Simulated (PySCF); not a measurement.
TmSi: energy against distance

Set-up: PySCF, spin-free X2C with a Gaussian nucleus, basis sets Tm x2c-SVPall, Si x2c-SVPall. Energies in eV from Tm (4f13 6s2) + Si in their ground configurations at the same level. State: quartet, about 12.9 electrons in the 4f shell (Mulliken), real f orbitals that mix terms.

All columns are BP86. A positive dipole means Tm(−)Si(+).

```json
{"R (Å)": "2.431", "E (eV)": "-1.311", "μ (D)": "-3.87", "Mulliken charge on Tm (basis-dependent)": "0.19", "HOMO (eV)": "-3.53", "LUMO (eV)": "-3.29", "Mayer bond order": "2.19", "⟨S²⟩": "3.82"}
{"R (Å)": "2.544", "E (eV)": "-1.524", "μ (D)": "-4.14", "Mulliken charge on Tm (basis-dependent)": "0.21", "HOMO (eV)": "-3.36", "LUMO (eV)": "-3.12", "Mayer bond order": "2.05", "⟨S²⟩": "3.82"}
{"R (Å)": "2.657", "E (eV)": "-1.621", "μ (D)": "-4.36", "Mulliken charge on Tm (basis-dependent)": "0.22", "HOMO (eV)": "-3.23", "LUMO (eV)": "-2.99", "Mayer bond order": "1.90", "⟨S²⟩": "3.83"}
{"R (Å)": "2.742", "E (eV)": "-1.641", "μ (D)": "-4.49", "Mulliken charge on Tm (basis-dependent)": "0.23", "HOMO (eV)": "-3.16", "LUMO (eV)": "-2.94", "Mayer bond order": "1.80", "⟨S²⟩": "3.84"}
{"R (Å)": "2.827", "E (eV)": "-1.628", "μ (D)": "-4.60", "Mulliken charge on Tm (basis-dependent)": "0.24", "HOMO (eV)": "-3.13", "LUMO (eV)": "-2.97", "Mayer bond order": "1.71", "⟨S²⟩": "3.85"}
{"R (Å)": "2.912", "E (eV)": "-1.589", "μ (D)": "-4.70", "Mulliken charge on Tm (basis-dependent)": "0.25", "HOMO (eV)": "-3.11", "LUMO (eV)": "-3.01", "Mayer bond order": "1.63", "⟨S²⟩": "3.85"}
{"R (Å)": "3.025", "E (eV)": "-1.511", "μ (D)": "-4.81", "Mulliken charge on Tm (basis-dependent)": "0.26", "HOMO (eV)": "-3.10", "LUMO (eV)": "-3.06", "Mayer bond order": "1.53", "⟨S²⟩": "3.86"}
{"R (Å)": "3.166", "E (eV)": "-1.387", "μ (D)": "-4.91", "Mulliken charge on Tm (basis-dependent)": "0.26", "HOMO (eV)": "-3.10", "LUMO (eV)": "-3.12", "Mayer bond order": "1.40", "⟨S²⟩": "3.86"}
{"R (Å)": "3.336", "E (eV)": "-1.223", "μ (D)": "-4.99", "Mulliken charge on Tm (basis-dependent)": "0.26", "HOMO (eV)": "-3.10", "LUMO (eV)": "-3.19", "Mayer bond order": "1.26", "⟨S²⟩": "3.85"}
{"R (Å)": "3.562", "E (eV)": "-1.006", "μ (D)": "-5.01", "Mulliken charge on Tm (basis-dependent)": "0.25", "HOMO (eV)": "-3.09", "LUMO (eV)": "-3.28", "Mayer bond order": "1.07", "⟨S²⟩": "3.84"}
```

A fit through these points gives, at Re = 2.746 Å, μ = -4.49 D and dμ/dR = -1.39 D/Å; the reduced mass is 24.0 u.

Q: How strong is the fundamental in the double-harmonic approximation, I = 42.26·(dμ/dR)²/μred km/mol?

A: I = 42.26·(-1.39)²/24.0 = 3.40 km/mol at BP86.

Spin–orbit coupling is left out, which matters for elements this heavy, above all for dissociation energies. The state is the lowest single determinant that the PBE0 search found; with open d or f shells the true ground state can be another one.

At some distances an empty level lies below a filled one, because the occupation is held.
